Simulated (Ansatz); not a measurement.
A nudged elastic band was laid between two geometries of a periodic cell of 24 atoms, H3C8Cl (surface C(111), partly H-covered, underside capped with H, adsorbate Cl2).

All numbers below come from Ansatz 0.2.0, DFT PBEsol, scalar-relativistic, plane waves, PAW. Settings: PAW set soft_1, cutoff 420 eV, k mesh 3x3x1, gaussian smearing 0.05 eV, no spin polarisation.

```
movable images  : 4
climbing image  : from the first iteration
spring          : 5.0 eV/Å²
optimiser       : quadratic models (default)
start path      : default
force threshold : 0.05 eV/Å
iteration limit : 50
end points      : relaxed
atoms held      : 1 to 12
```

First end point:

```xyz
24
Lattice="5.0487 0.0000 0.0000 2.5244 4.3723 0.0000 0.0000 0.0000 15.7764" Properties=species:S:1:pos:R:3
H 1.262 0.729 1.000
H 3.787 0.729 1.000
H 2.524 2.915 1.000
H 5.049 2.915 1.000
C 1.262 0.729 2.100
C 3.787 0.729 2.100
C 2.524 2.915 2.100
C 5.049 2.915 2.100
C 0.000 1.457 2.615
C 2.524 1.457 2.615
C 1.262 3.644 2.615
C 3.787 3.644 2.615
C 0.000 1.447 4.168
C 2.524 1.478 4.142
C 1.253 3.638 4.168
C 3.796 3.638 4.168
C 0.000 -0.034 4.662
C 2.524 0.035 4.653
C 1.248 2.184 4.635
C 3.800 2.184 4.635
H 1.246 2.184 5.734
H 3.803 2.184 5.734
Cl 0.000 -0.319 6.464
Cl 2.524 0.293 6.445
```

Last end point:

Only the atoms that move by more than 0.05 Å are listed.
```
C17 0.000 0.035 4.653
C18 2.524 -0.034 4.662
Cl23 2.524 -0.319 6.464
Cl24 5.049 0.293 6.445
```

(1) What changes between the two ends?

(2) Give the energies along the band, and the barrier.

(3) What is the geometry of the highest image?

The band took 20 iterations and about 11 core-minutes.

Results:

(1) Contacts lost: C17–Cl23, C18–Cl24. Contacts made: C17–Cl24, C18–Cl23. The atom that moves furthest is Cl24, by 2.52 Å; four of its nearest neighbours are C18 1.81, H22 2.39, H21 2.39, C14 2.59 Å at the first end and C17 1.81, H21 2.39, H22 2.39, C13 2.59 Å at the last.

(2) It converged. The highest image is number 3 of 0 to 5, 1.54 eV above the ends, which have the same energy within 2 meV. The order of the stationary point at the top wasn't checked. Limits of this set-up: thin slab, slab without dipole correction, no dispersion correction for a molecule that may bind weakly, PAW files made for another functional.

| image | path coordinate (Å) | energy (eV) | C17–Cl23 (Å) | C18–Cl24 (Å) | C17–Cl24 (Å) |
| --- | --- | --- | --- | --- | --- |
| 0 | 0.00 | 0.00 | 1.82 | 1.81 | 3.11 |
| 1 | 0.80 | 0.75 | 1.77 | 2.43 | 3.28 |
| 2 | 1.61 | 1.31 | 1.84 | 3.03 | 3.35 |
| 3 | 2.41 | 1.54 | 2.15 | 3.20 | 3.20 |
| 4 | 3.54 | 1.08 | 2.77 | 3.27 | 2.68 |
| 5 | 4.67 | 0.00 | 3.13 | 3.11 | 1.81 |

(3) 
```xyz
24
Lattice="5.0487 0.0000 0.0000 2.5244 4.3723 0.0000 0.0000 0.0000 15.7764" Properties=species:S:1:pos:R:3
H 1.262 0.729 1.000
H 3.787 0.729 1.000
H 2.524 2.915 1.000
H 5.049 2.915 1.000
C 1.262 0.729 2.100
C 3.787 0.729 2.100
C 2.524 2.915 2.100
C 5.049 2.915 2.100
C 0.000 1.457 2.615
C 2.524 1.457 2.615
C 1.262 3.644 2.615
C 3.787 3.644 2.615
C 0.014 1.466 4.176
C 2.511 1.466 4.176
C 1.262 3.669 4.266
C 3.787 3.620 4.114
C 0.060 0.011 4.615
C 2.464 0.011 4.615
C 1.262 2.213 4.672
C 3.787 2.166 4.646
H 1.262 2.223 5.775
H 3.787 2.159 5.749
Cl 1.263 0.048 6.400
Cl 3.788 0.145 7.524
```

The run took 6 min on 2 threads of Arm Neoverse V2 (shared host), peak memory 1.1 GiB.
